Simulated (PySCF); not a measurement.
Compound: CH8BOPSi.
SMILES with atom numbers: `[BH2:1][PH:2][SiH2:3][O:4][CH3:5]` (hydrogens: H6, H7 on B1; H8 on P2; H9, H10 on Si3; H11, H12, H13 on C5)

Computed by this run: PBE0-D3(BJ)/def2-SVP geometry optimisation, gas phase (PySCF); density fitting, grid level 1; the optimiser is geomeTRIC in internal coordinates, started from a GFN2-xTB structure with every atom displaced at random (about 0.01 Å).

Step 0: E = -21037.6330 eV
```
atom  x, y, z in Å  |  force x, y, z in eV/Å
B1     -2.5128    0.1474   -0.0945   -0.356   0.509   0.368
P2     -1.3148   -0.5284   -1.2672    0.698   0.536  -0.651
Si3     0.5621   -0.8634   -0.1702    0.104   0.260   0.399
O4      1.1334    0.6624    0.0070   -1.261   0.004  -0.677
C5      2.2712    1.1069    0.6017    0.338   0.672   0.936
H6     -3.6064   -0.2882   -0.0036   -0.581  -0.319   0.008
H7     -2.2635    1.1728    0.4465    0.222   0.377   0.358
H8     -1.6826   -1.8331   -1.4176   -0.494  -1.401  -0.310
H9      1.4769   -1.6562   -0.9847    0.346  -0.504  -0.494
H10     0.4787   -1.5382    1.1538   -0.179  -0.097   0.158
H11     2.2725    0.8667    1.6855    0.180   0.142  -0.038
H12     3.1569    0.6615    0.1527    0.639  -0.064  -0.197
H13     2.2901    2.2054    0.4811    0.344  -0.115   0.140
```

Step 1: E = -21037.8395 eV
```
atom  x, y, z in Å  |  force x, y, z in eV/Å
B1     -2.5575    0.1372   -0.1059    0.000  -0.107  -0.096
P2     -1.3614   -0.6205   -1.3129   -0.140  -0.134   0.010
Si3     0.5641   -0.8041   -0.1844    0.020  -0.187   0.000
O4      1.1463    0.7361   -0.0241    0.201   0.245   0.049
C5      2.3284    1.1415    0.6282   -0.157  -0.268  -0.207
H6     -3.6913   -0.2672   -0.0372   -0.018   0.006   0.004
H7     -2.2090    1.1112    0.5077    0.035   0.072   0.048
H8     -1.7721   -1.9904   -1.4507    0.133   0.293   0.043
H9      1.4619   -1.6825   -1.0051    0.012   0.045   0.066
H10     0.3823   -1.4387    1.1590    0.064  -0.004   0.019
H11     2.3383    0.8363    1.6881   -0.018  -0.013   0.064
H12     3.2295    0.7194    0.1418   -0.075   0.032   0.025
H13     2.4024    2.2374    0.5860   -0.058   0.019  -0.025
```

Task: Estimate the geometry and energy of step 2. (The exact step hangs on the optimiser's Hessian estimate; all steps are aligned on step 1, rigid shifts and turns removed.)

Result: E = -21037.8503 eV, largest force 0.145 eV/Å
```
atom  x, y, z in Å  |  force x, y, z in eV/Å
B1     -2.5506    0.1423   -0.1037    0.005  -0.005   0.010
P2     -1.3538   -0.6102   -1.3100    0.003  -0.013   0.023
Si3     0.5700   -0.8153   -0.1826   -0.037  -0.111   0.001
O4      1.1364    0.7313   -0.0344    0.031   0.139  -0.029
C5      2.3097    1.1312    0.6209   -0.104  -0.064  -0.049
H6     -3.6886   -0.2521   -0.0359    0.001   0.001  -0.012
H7     -2.1943    1.1128    0.5183    0.003   0.004   0.003
H8     -1.7553   -1.9684   -1.4509    0.007   0.036  -0.012
H9      1.4824   -1.6813   -0.9948    0.007  -0.004   0.015
H10     0.4090   -1.4436    1.1671    0.028  -0.005   0.003
H11     2.3107    0.8309    1.6844    0.015   0.007   0.012
H12     3.2115    0.7104    0.1404    0.012   0.005   0.009
H13     2.3747    2.2278    0.5716    0.030   0.011   0.024
```

The energy changes by -0.0107 eV. The first-order estimate −F·Δx gives -0.0185 eV and the mean of the old and new forces, exact on a quadratic surface, -0.0109 eV. The step makes an angle of 70° with the force vector and moves no atom by more than 0.033 Å.

What follows is the cost of the whole optimisation. Time: 46 s of wall time; peak memory 0.56 GiB. Hardware: one thread, Arm Neoverse V2 (aarch64), no GPU, on a shared host.
